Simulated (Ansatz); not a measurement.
Reaction: GeSiH6 (SMILES [SiH3][GeH3]) → GeSiH6+ (parent SMILES [SiH3][GeH3], doublet) + e-
Each species at its own B3LYP-D3(BJ)/def2-TZVP minimum (Ansatz, a first-principles code).

Total energies in hartree (Ansatz). Open shells are spin-unrestricted; no spin-orbit coupling. Cores are frozen in correlated methods (noble-gas shells, and filled d and f shells in the p block). No relativity. The spin of H6GeSi+ (parent SMILES [SiH3][GeH3], doublet) was assumed, and the state is the lowest solution found for it.

```tsv
species	HF/def2-TZVPP	CCSD(T)/def2-TZVPP	HF/def2-QZVPP	CCSD(T)/def2-QZVPP	CCSD(T)/def2-SVP	CCSDT(Q)/def2-SVP
1: GeSiH6 (SMILES [SiH3][GeH3])	-2367.79236	-2368.11020	-2367.84383	-2368.17624	-2367.68873	-2367.69005
2: GeSiH6+ (parent SMILES [SiH3][GeH3], doublet)	-2367.48175	-2367.76271	-2367.53442	-2367.82752	-2367.34537	-2367.34667
```

Q: Work out the adiabatic ionisation energy (electronic) in eV: take Hartree-Fock from def2-QZVPP, extrapolate the CCSD(T) correlation energy as X^-3 (X = 3, 4), and add CCSDT(Q) - CCSD(T) in def2-SVP. 1 hartree = 27.211 eV.

A: 
Species 1: correlation (64·(-0.33241) - 27·(-0.31784))/37 = -0.34304; step -0.00132; E1 = -2367.84383 + (-0.34304) + (-0.00132) = -2368.18819
Species 2: correlation (64·(-0.29310) - 27·(-0.28096))/37 = -0.30196; step -0.00130; E2 = -2367.53442 + (-0.30196) + (-0.00130) = -2367.83768
-1·E1 +1·E2 = 0.35051 hartree = 9.54 eV.
